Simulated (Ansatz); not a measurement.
SnCl2(pyrrolidide)2 (C₈H₁₆Cl₂N₂Sn) was relaxed with PBE-D4 (def2-SVP) in Ansatz in these states: charge +1 doublet, neutral singlet. The geometries follow in no particular order.

In the def2 sets Sn takes a core potential; there is no spin–orbit coupling.

A:

```xyz
29

Sn    0.6309   -0.8652    0.7116
Cl    0.8784   -3.1999    1.1367
Cl    2.0660    0.3028    2.2289
N    -1.2181   -0.0714    1.0340
C    -1.7181    0.1948    2.3849
C    -3.0571    0.9161    2.1071
C    -3.4951    0.4070    0.7029
C    -2.3680   -0.5615    0.2689
H    -0.9925    0.8035    2.9608
H    -1.9095   -0.7440    2.9628
H    -2.9050    2.0128    2.0926
H    -3.8042    0.6945    2.8943
H    -4.4782   -0.1033    0.7195
H    -3.5709    1.2508   -0.0103
H    -2.6479   -1.6112    0.5378
H    -2.1557   -0.5393   -0.8196
N     1.0532   -0.6100   -1.2858
C     1.2094    0.7939   -1.7021
C     2.7106    1.1355   -1.5295
C     3.4241   -0.2457   -1.5968
C     2.2709   -1.2646   -1.7878
H     0.5209    1.4630   -1.1449
H     0.9205    0.8583   -2.7785
H     2.8809    1.6128   -0.5433
H     3.0663    1.8409   -2.3065
H     4.1645   -0.3053   -2.4198
H     3.9682   -0.4491   -0.6519
H     2.1180   -1.4739   -2.8735
H     2.4374   -2.2423   -1.2926
```

B:

```xyz
29

Sn   -0.439    1.264   -0.331
Cl   -0.152    3.020    1.201
Cl   -2.222    1.425   -1.859
N    -1.378   -0.159    1.052
C    -2.797   -0.384    1.207
C    -2.917   -1.667    2.041
C    -1.640   -1.632    2.899
C    -0.614   -0.996    1.949
H    -3.303   -0.369    0.216
H    -3.214    0.506    1.751
H    -2.922   -2.549    1.367
H    -3.848   -1.695    2.638
H    -1.778   -0.980    3.787
H    -1.321   -2.628    3.259
H     0.204   -0.409    2.426
H    -0.078   -1.753    1.315
N     1.252    0.183   -0.795
C     1.310   -0.307   -2.193
C     2.004    0.798   -3.014
C     2.871    1.566   -1.974
C     2.538    0.901   -0.618
H     0.312   -0.604   -2.574
H     1.932   -1.232   -2.160
H     1.243    1.465   -3.470
H     2.601    0.378   -3.846
H     3.954    1.502   -2.195
H     2.613    2.644   -1.955
H     3.284    0.114   -0.365
H     2.505    1.599    0.242
```

Judge from the bond lengths which geometry belongs to which state (an estimate).

A is the neutral singlet (Sn1–N4 2.038 Å, Sn1–Cl3 2.393 Å, Sn1–Cl2 2.386 Å); B is the charge +1 doublet (Sn1–N4 2.195 Å, Sn1–Cl3 2.354 Å, Sn1–Cl2 2.347 Å).
